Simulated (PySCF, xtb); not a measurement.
ZnBr, SMILES [Zn+][Br], charge +1.

Harmonic wavenumbers (cm⁻¹) from xtb with GFN2-xTB at its own minimum, in rising order: 293.

Problem. What does PBE-D3(BJ)/def2-TZVP (PySCF) give at its own minimum? (An estimate is asked for; the answer gives what the named calculation found.)

Solution. 321. Paired by order, the mean absolute difference is 28 cm⁻¹ and the zero-point energies are 0.4 and 0.5 kcal/mol.
